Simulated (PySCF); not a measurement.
## MoHF + 3 HF → MoH₄ + 2 F₂

Level: PBE0 in the def2-TZVP basis family, computed in PySCF with density fitting; scalar-relativistic core potentials for atoms from Rb on, none lighter, no spin–orbit coupling; open shells unrestricted.

```json
{"species": "MoHF", "state and structure": "quintet, Cs, Mo–F 1.868 Å, Mo–H 1.710 Å; F–Mo–H 117.2°", "ZPE (kJ/mol)": "17.9", "H(298 K) − H(0) (kJ/mol)": "10.9", "S° (J/(mol K))": "271.9"}
{"species": "HF", "state and structure": "singlet, C∞v, H–F 0.920 Å", "ZPE (kJ/mol)": "24.9", "H(298 K) − H(0) (kJ/mol)": "8.7", "S° (J/(mol K))": "173.6"}
{"species": "MoH₄", "state and structure": "triplet, Td, Mo–H 1.686 Å (×4)", "ZPE (kJ/mol)": "64.7", "H(298 K) − H(0) (kJ/mol)": "12.0", "S° (J/(mol K))": "238.1"}
{"species": "F₂", "state and structure": "singlet, D∞h, F–F 1.376 Å", "ZPE (kJ/mol)": "6.6", "H(298 K) − H(0) (kJ/mol)": "8.7", "S° (J/(mol K))": "201.9"}
```

Question: Is the gas-phase reaction uphill or downhill in electronic energy at this level, and by how much?

Answer: At PBE0/def2-TZVP, ΔE = 1141.2 kJ/mol, uphill. 

Question: Add zero-point, thermal and entropy terms for 298.15 K and 1 bar.

Answer: ΔZPE = -14.7 and Δ[H(298) − H(0)] = -7.6 kJ/mol give ΔH° = 1118.9 kJ/mol. ΔS° = -150.8 J/(mol K), so ΔG° = 1118.9 − 298.15 × (-0.1508) = 1164 kJ/mol.

Open d or f shells are single determinants, so the state found may not be the ground state. The structures come from searches over a few start shapes, so lower isomers are not excluded.
